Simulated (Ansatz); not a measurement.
Consider the ligand exchange at the Al–N bond: `CC(=S)[NH][AlH2]` + `N=C[SiH3]` → `[AlH2]/[N]=C\[SiH3]` + `CC(N)=S`.

Gas-phase electronic energies from Ansatz, PBE0-D4/def2-TZVP geometries. CCSD(T)/CBS adds triple-zeta CCSD(T) − MP2 to the extrapolated MP2 energy (def2 sets, frozen cores). Functionals use def2-TZVPP. B3LYP here is the variant with VWN-RPA as its local correlation; programs differ in this. Each species was taken in one conformer, which may not be the lowest.

```csv
level,ΔE (kcal/mol),difference from CCSD(T)/CBS
PBE-D4,-0.3,-3.2
r2SCAN-D4,-0.2,-3.1
B3LYP-D4,0.2,-2.7
ωB97X-V,1.5,-1.4
PBE,-0.8,-3.7
B3LYP,-0.6,-3.5
HF/def2-TZVPP,1.2,-1.7
MP2/def2-TZVPP,2.8,-0.1
SCS-MP2/def2-TZVPP,3.0,0.1
CCSD/def2-TZVPP,3.1,0.2
CCSD(T)/def2-TZVPP,3.2,0.3
HF/def2-QZVPP,1.3,-1.6
SCS-MP2/def2-QZVPP,2.8,-0.1
HF/CBS(def2),1.3,-1.6
MP2/CBS(def2),2.5,-0.4
CCSD/CBS(def2),2.7,-0.2
CCSD(T)/CBS,2.9,0
```

Largest T1 diagnostic among the species: 0.017.

The D4 term adds +0.8 kcal/mol with B3LYP and +0.4 kcal/mol with PBE0; it sums over pairs of atoms, weighted by their polarisabilities, and B3LYP, whose exchange is more repulsive, gets the larger term. From PBE to PBE0 (25 % exact exchange), in def2-TZVPP and without D4, ΔE moves by +0.9 kcal/mol.
